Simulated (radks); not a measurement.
Values are calculated unless marked as measured or tabulated.
Ionisation of the ytterbium ion Yb3+, [Xe] 4f13, to [Xe] 4f12 as the strength of local exchange is varied. Level of theory: scalar-relativistic Kohn-Sham, Slater X-alpha exchange (alpha = 2/3 is LDA exchange), no correlation, spin-polarised, spherical densities, point nucleus; open shells are filled with parallel spins first (spin-orbit coupling, left out, can overturn this in heavy ions) (a radial shooting solver on a logarithmic mesh with Libxc functionals).

alpha,E(Yb3+) (hartree),exchange (hartree),IE (eV),-e of the level emptied (eV),<r> of it (bohr)
0.667,-14042.6074,-276.1240,44.206,34.101 (4f),0.7363
0.668,-14043.0232,-276.5469,44.240,34.131 (4f),0.7362
0.7,-14056.3365,-290.0906,45.316,35.124 (4f),0.7320
0.731,-14069.2467,-303.2365,46.371,36.101 (4f),0.7280
0.849,-14118.5052,-353.5053,50.504,39.944 (4f),0.7136
0.894,-14137.3388,-372.7710,52.127,41.461 (4f),0.7084
0.938,-14155.7796,-391.6594,53.740,42.971 (4f),0.7034
0.965,-14167.1082,-403.2749,54.741,43.911 (4f),0.7004

NIST Atomic Spectra Database: 43.61 eV (semi-empirical). The central value is not met in this range of alpha. Open shells are spherical and high-spin; term and fine-structure splittings are not resolved. Spin-orbit splitting is averaged out at the scalar-relativistic level. No tabulated value is given for the 4+ ions of Nd, Pm and Eu to Yb, where it belongs to another shell than the one emptied here.
